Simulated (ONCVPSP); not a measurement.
**beryllium: one change to an ONCV potential, before and after**

ONCVPSP 4.0.1 input, shortened (lines: element, Z, core and valence counts, functional; n l f; lmax; l rc ep ncon nbas qcut; lloc lpopt rc5 dvloc0; l nproj debl; icmod fcfact rcfact), PBE, scalar-relativistic:

```
  Be 4.00    1    1        4      upf
    1    0    2.00
    2    0    2.00
    1
    0    1.75    0.00    3    6    3.30
    1    1.45    0.03    4    8    4.80
    4    5    0.95    0.00
    0    3    1.10
    1    3    3.60
    0    0.00    0.00
```

All-electron outer shells of the reference configuration (PBE, scalar-relativistic, ld1.x):

```csv
shell,level (eV),outermost node (bohr),outermost maximum (bohr)
1s,-106.21,–,0.27
2s,-5.61,0.59,2.04
```

Change: s: debl 0.25.

Cutoffs: the cutoffs (Ha) at which the residual kinetic energy of the hardest occupied pseudo-wave falls to 1 and 0.1 mHa per electron; they do not see the model core or the augmentation charge, which bear on the density cutoff. Errors are all-electron minus pseudo energies relative to the spin-unpolarised reference configuration.

Problem. How do hardness, ghosts and transferability respond?

Solution. The potential gets neither clearly harder nor softer (5.3 Ha and 23 Ha → 5.3 Ha and 23 Ha); a bound ghost appears in s, which as a rule spoils a file; the errors of the 3 common tests hardly move.

```tsv
quantity	base	changed
cutoff, loose	5.3 Ha	5.3 Ha
cutoff, tight	23 Ha	23 Ha
bound ghosts	none	s
GHOST(+) flags under 300 eV	s at 170.6 eV	none
tests with a reliable result	3 of 4	3 of 4
error for 2s1, meV [ΔE 9.55 eV]	+8.7	+8.7
error for 2s1.5, meV [ΔE 3.76 eV]	+1.2	+1.2
error for 2s1 2p1, meV [ΔE 3.61 eV]	+3.9	+3.8
s: phases at 1.78 bohr within 0.05 rad from the reference energy up to (Ha; the scan ends near 5)	4.0	3.7
p: phases at 1.47 bohr within 0.05 rad from the reference energy up to (Ha; the scan ends near 5)	to the end of the scan	to the end of the scan
```

Base: The cutoffs count occupied waves only; projector 2 of the p channel, the hardest unoccupied one, needs 33 Ha at the loose tolerance. Changed file: The cutoffs count occupied waves only; projector 2 of the p channel, the hardest unoccupied one, needs 33 Ha at the loose tolerance. A true bound ghost makes a file unfit for plane-wave use even where its test errors are small: the radial tests pick states by their node count and pass the ghost by.
